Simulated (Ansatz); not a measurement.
Reaction: KOH (SMILES [OH][K]) → KOH (parent SMILES [K][OH], triplet)
Each species at its own B3LYP-D3(BJ)/def2-TZVP minimum (Ansatz, a quantum-chemistry and plane-wave program).

Total energies in hartree (Ansatz). Open shells are spin-unrestricted; no spin-orbit coupling. Cores are frozen in correlated methods (noble-gas shells, and filled d and f shells in the p block). No relativity. The spin of HKO (parent SMILES [OH][K], triplet) was assumed, and the state is the lowest solution found for it.

```tsv
species	HF/def2-TZVPP	CCSD(T)/def2-TZVPP	HF/def2-QZVPP	CCSD(T)/def2-QZVPP	CCSDT(Q)/def2-QZVPP
1: KOH (SMILES [OH][K])	-674.63892	-674.91720	-674.65689	-674.95785	-674.95837
2: KOH (parent SMILES [OH][K], triplet)	-674.57877	-674.79817	-674.59355	-674.83056	-674.83114
```

Q: Work out the adiabatic triplet-singlet gap (electronic) in kcal/mol: take Hartree-Fock from def2-QZVPP, extrapolate the CCSD(T) correlation energy as X^-3 (X = 3, 4), and add CCSDT(Q) - CCSD(T) in def2-QZVPP. 1 hartree = 627.51 kcal/mol.

A: 
Species 1: correlation (64·(-0.30096) - 27·(-0.27828))/37 = -0.31751; step -0.00052; E1 = -674.65689 + (-0.31751) + (-0.00052) = -674.97492
Species 2: correlation (64·(-0.23701) - 27·(-0.21940))/37 = -0.24986; step -0.00058; E2 = -674.59355 + (-0.24986) + (-0.00058) = -674.84399
-1·E1 +1·E2 = 0.13093 hartree = 82.2 kcal/mol.
